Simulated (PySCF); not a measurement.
Bonds (- single, = double, # triple, : aromatic): C1-Se2, Se2-C3, C3-C4, C4-C5, C4-C6, C4-C7. C1 carries H8, H9, H10; C3 carries H11, H12; C5 carries H13, H14, H15; C6 carries H16, H17, H18; C7 carries H19, H20, H21.

Geometry: PBE0-D3(BJ)/def2-SVP; GIAO absolute shieldings from PySCF, gas phase, non-relativistic, averaged over equivalent atoms.

At wB97X-D/pcSseg-1 (213 basis functions, 45 s wall time on 1 thread of an Arm Neoverse V2, shared host):
| atoms | σ (ppm) |
| --- | --- |
| C3 | 134.8 |
| C5/C6/C7 | 152.7 |
| C4 | 153.4 |
| C1 | 171.1 |
| Se2 | 1747.1 |
| H11/H12 | 29.25 |
| H8/H9/H10 | 29.70 |
| H13/H14/H15/H16/H17/H18/H19/H20/H21 | 30.39 |

Q: What do these become at PBE0/pcSseg-1?

A: 
```tsv
atoms	σ at PBE0/pcSseg-1	change
C3	132.5	-2.3
C5/C6/C7	152.6	-0.1
C4	152.7	-0.7
C1	169.8	-1.3
Se2	1758.4	+11.3
H11/H12	29.01	-0.24
H8/H9/H10	29.51	-0.19
H13/H14/H15/H16/H17/H18/H19/H20/H21	30.26	-0.13
```

The largest change is at Se2 (selenium bonded to 2 C). Cost: 213 basis functions, 38 s wall time on 1 thread of an Arm Neoverse V2, shared host. The order of the carbon signals is the same at both levels.

Relativistic effects, spin–orbit coupling among them, are left out; they matter for Se and for the light atoms bonded to it.
